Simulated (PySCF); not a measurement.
**Working out the ionisation energy of Te²⁺**

Te²⁺ [Kr] 4d10 5s2 5p2 (3P) → Te³⁺ [Kr] 4d10 5s2 5p1 (2P). All numbers are calculated (PySCF 2.14, a scalar-relativistic core potential, in def2-SVP with the def2 core potential (28 electrons)). Frozen: 4s2 4p6 4d10. Energies in hartree (1 hartree = 27.21139 eV):

```csv
part,Te²⁺ (lower),Te³⁺ (upper)
UHF,-266.039544,-265.049744
CCSD correlation,-0.049311,-0.040634
(T),-0.000435,-0.000266
```

Question: What does Hartree-Fock give?

Answer: (-265.049744) − (-266.039544) = 0.989800 hartree = 26.934 eV.

Question: What do CCSD and CCSD(T) give?

Answer: The CCSD correlation energies differ by 0.008677 hartree = 0.236 eV and the triples by 0.000169 hartree = 0.005 eV, so CCSD gives 27.170 eV and CCSD(T) 27.175 eV.

Reference: 27.84 ± 0.04 eV (measured; NIST Atomic Spectra Database, ionization energies), between the lowest levels; spin-orbit coupling is absent from the calculation.

A double-zeta basis recovers only part of the correlation energy.

What remains against the reference includes basis incompleteness, the frozen core and higher excitations.
